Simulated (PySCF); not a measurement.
A structure optimised at PBE0-D3(BJ)/def2-SVP, used in a PySCF frequency run:

```
C
H 1 1.1042
H 1 1.1046 2 105.84
C 1 1.5306 2 110.37 3 -119.64
H 4 1.1031 1 109.16 2 55.73
H 4 1.1041 5 105.55 1 117.40
C 4 1.5222 5 109.26 6 117.45
H 7 1.1003 4 111.41 5 -54.85
H 7 1.1020 8 107.65 4 -122.27
H 7 1.1029 8 107.10 9 -114.96
Si 1 1.8724 2 106.14 3 114.97
F 11 1.6311 1 108.16 2 -41.90
H 11 1.4912 12 106.88 1 122.37
H 11 1.4934 13 109.80 12 -116.59
```

Problem. Write its SMILES and formula.

Solution. CCC[SiH2]F, C₃H₉FSi

Problem. What are its rotational constants (standard atomic weights)?

Solution. 9.9243, 1.7768, 1.6253 GHz
